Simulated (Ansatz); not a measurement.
Species: sum formula Si2H5F, net charge 0, singlet state. 
Coordinates optimised at B3LYP-D3(BJ)/def2-TZVP (Ansatz, an electronic-structure program):
```xyz
8

F     -1.4907     0.9927     0.4651
Si    -0.8103    -0.3708    -0.0655
Si     1.5193    -0.1031    -0.1563
H     -1.1958    -1.4565     0.8663
H     -1.3754    -0.6627    -1.4038
H      2.1164    -1.3703    -0.6467
H      1.8827     0.9927    -1.0856
H      2.0627     0.1971     1.1894
```
Charge 0, spin multiplicity 1.

Property: atomisation energy (electronic, to ground-state atoms), in kJ/mol. Cores are frozen in the correlated levels unless marked. Open shells are spin-unrestricted. No spin-orbit coupling. No relativistic terms. The coupled-cluster limit lacks core correlation, which all-electron functionals hold. CBS marks a two-point X^-3 extrapolation of the correlation energy; Hartree-Fock from the larger set (for Q and 5 zeta extrapolated as (X+1)exp(-9√X)).

```csv
level,program,atomisation energy (kJ/mol)
SVWN5/def2-TZVPD,Ansatz,2714.3
CAM-B3LYP-D4/def2-TZVPD,Ansatz + dftd4,?
RPA@PBE/cc-pV(T+d)Z,Ansatz,?
SCS-MP2/aug-cc-pV(Q+d)Z,Ansatz,2484.9
CCSD/STO-3G,Ansatz,2684.7
"CCSD(T)/CBS(cc-pV(Q+d)Z,cc-pV(5+d)Z)",Ansatz,2477.6
```

Problem. What belongs in the gaps?

Solution. 
- CAM-B3LYP-D4/def2-TZVPD, atomisation energy (kJ/mol): 2474.7
- RPA@PBE/cc-pV(T+d)Z, atomisation energy (kJ/mol): 2305.1
